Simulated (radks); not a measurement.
Values are calculated unless marked as measured or tabulated.
Ionisation of neutral platinum, [Xe] 4f14 5d9 6s1, to [Xe] 4f14 5d9 as the strength of local exchange is varied. Code: a radial shooting solver on a logarithmic mesh with Libxc functionals. Model: scalar-relativistic Kohn-Sham, Slater X-alpha exchange (alpha = 2/3 is LDA exchange), no correlation, spin-polarised, spherical densities, point nucleus; open shells are filled with parallel spins first (spin-orbit coupling, left out, can overturn this in heavy ions).

[
 {"alpha": "0.667", "E(Pt) (hartree)": "-18395.2928", "exchange (hartree)": "-335.8886", "IE (eV)": "8.889", "-e of the level emptied (eV)": "5.496 (6s)", "<r> of it (bohr)": "2.937"},
 {"alpha": "0.668", "E(Pt) (hartree)": "-18395.7992", "exchange (hartree)": "-336.4022", "IE (eV)": "8.897", "-e of the level emptied (eV)": "5.503 (6s)", "<r> of it (bohr)": "2.936"},
 {"alpha": "0.674", "E(Pt) (hartree)": "-18398.8376", "exchange (hartree)": "-339.4843", "IE (eV)": "8.941", "-e of the level emptied (eV)": "5.546 (6s)", "<r> of it (bohr)": "2.932"},
 {"alpha": "0.695", "E(Pt) (hartree)": "-18409.4765", "exchange (hartree)": "-350.2802", "IE (eV)": "9.099", "-e of the level emptied (eV)": "5.695 (6s)", "<r> of it (bohr)": "2.916"},
 {"alpha": "0.843", "E(Pt) (hartree)": "-18484.6432", "exchange (hartree)": "-426.7377", "IE (eV)": "10.247", "-e of the level emptied (eV)": "6.802 (6s)", "<r> of it (bohr)": "2.811"},
 {"alpha": "1.029", "E(Pt) (hartree)": "-18579.5762", "exchange (hartree)": "-523.7489", "IE (eV)": "11.781", "-e of the level emptied (eV)": "8.312 (6s)", "<r> of it (bohr)": "2.689"}
]

NIST Atomic Spectra Database: 8.959 eV (measured). The Delta-SCF value meets it near alpha = 0.68. Open shells are spherical and high-spin; term and fine-structure splittings are not resolved. Spin-orbit splitting is averaged out at the scalar-relativistic level.
